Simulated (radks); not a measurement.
Task: The lutetium ion Lu+, 70 electrons, occupied as [Xe] 4f14 6s2. Calculated with a radial shooting solver on a logarithmic mesh with Libxc functionals: scalar-relativistic Kohn-Sham, LDA (Slater exchange, Perdew-Wang correlation), spin-polarised, spherical densities, point nucleus. Some entries of the table are withheld. Estimate them.

orbital,occ.,eigenvalue (eV),<r> (bohr),<1/r> (bohr^-1)
1s,2,-63200.40,0.01933,82.17
2s,2,-10766.78,0.08188,19.17
2p,6,-9476.490,0.07294,(1)
3s,2,-2446.297,(2),7.085
3p,6,-2059.166,0.2125,6.585
3d,10,-1593.647,0.1925,6.235
4s,2,-493.4885,0.4782,3.002
4p,6,-366.4074,0.5082,2.735
4d,10,-200.6650,0.5479,2.421
5s,2,-70.2148,1.168,1.138
5p,6,-40.6522,1.385,0.9435
4f,14,-18.7698,0.7212,1.830
6s,2,-11.2879,3.235,0.3894
5d,0,-9.4691,2.351,0.5539
6p,0,-6.6783,(3),0.2996
7s,0,-3.1519,7.445,0.1732
5f,0,-1.0490,11.91,0.1025

Result: 
(1) 2p <1/r> (bohr^-1): 17.55
(2) 3s <r> (bohr): 0.2128
(3) 6p <r> (bohr): 4.172
